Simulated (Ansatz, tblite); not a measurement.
Removing and adding an electron: In(NH2)3 (InN3H6). Charge 0, multiplicity 1. Geometry: PBE-D4/def2-SVP. Ansatz, gas phase; energy differences of separate SCF runs; the oxidised species was run as a doublet alone; the reduced species was run as a doublet alone.

```csv
atom,x (Å),y (Å),z (Å)
In1,-0.007,-0.024,-0.004
N2,-2.024,0.257,0.379
H3,-2.466,0.921,-0.270
H4,-2.206,0.617,1.325
N5,1.167,-0.899,1.462
H6,2.170,-0.713,1.336
H7,0.932,-0.574,2.410
N8,0.620,-0.140,-1.976
H9,0.178,0.567,-2.579
H10,1.635,-0.012,-2.082
```

In the def2 sets In takes a core potential; there is no spin–orbit coupling. The xTB rows come from tblite.

Problem. Estimate orbital energies and vertical ionisation energies and electron affinities at: GFN1-xTB; GFN2-xTB; PBE-D4/def2-TZVPD; r2SCAN-D4/def2-TZVPD; PBE0-D4/def2-TZVP; PBE0-D4/def2-TZVPD.

Solution. 
| level | −HOMO (eV) | vertical IE (eV) | −LUMO (eV) | vertical EA (eV) | HOMO–LUMO gap (eV) | IE − EA (eV) | remarks |
| --- | --- | --- | --- | --- | --- | --- | --- |
| GFN1-xTB | 9.94 | 12.83 | 6.37 | 3.72 | 3.57 | 9.11 | – |
| GFN2-xTB | 10.38 | 13.48 | 7.57 | 4.46 | 2.81 | 9.02 | – |
| PBE-D4/def2-TZVPD | 5.66 | – | 2.17 | 0.27 | 3.49 | – | HOMO above zero (-1 doublet) |
| r2SCAN-D4/def2-TZVPD | 5.90 | – | 1.90 | 0.17 | 4.00 | – | HOMO above zero (-1 doublet) |
| PBE0-D4/def2-TZVP | 6.88 | 8.77 | 1.18 | – | 5.70 | – | – |
| PBE0-D4/def2-TZVPD | 6.98 | – | 1.44 | 0.18 | 5.54 | – | HOMO above zero (-1 doublet) |

Run but left out: PBE-D4/def2-TZVP, r2SCAN-D4/def2-TZVP (charge +1 doublet: an occupied level 0.19 to 0.25 eV above an empty one).   A HOMO above zero means that the electron is unbound at that level or that self-interaction error raises the level; the energy of removing that electron tells which. Raw xTB energy differences between charge states are shifted by several eV; the methods need an empirical correction for them.
